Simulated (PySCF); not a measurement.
**Electron correlation in Te (tellurium, neutral)**

[Kr] 4d10 5s2 5p3 6s1, high-spin 5S determinant (an excited configuration). Computed with PySCF 2.14 in aug-cc-pVDZ-PP with ECP28MDF (5s4p3d, 32 functions), with scalar relativity through the core potential. Frozen: 4s2 4p6 4d10; 6 electrons correlated.

```csv
level,correlation energy (mhartree)
CCSD,-72.87
(T),-1.29
CCSD(T),-74.16
CCSDT,-74.43
```

Diagnostics: T1 = 0.0072, D1 = 0.0223, largest double amplitude 0.044.

The outer electron is Rydberg-like, and this basis confines it to a smaller radius and binds it less than a complete one would.

Cost of the coupled-cluster step: of the order of 0.21 core-seconds, for 6 correlated electrons.
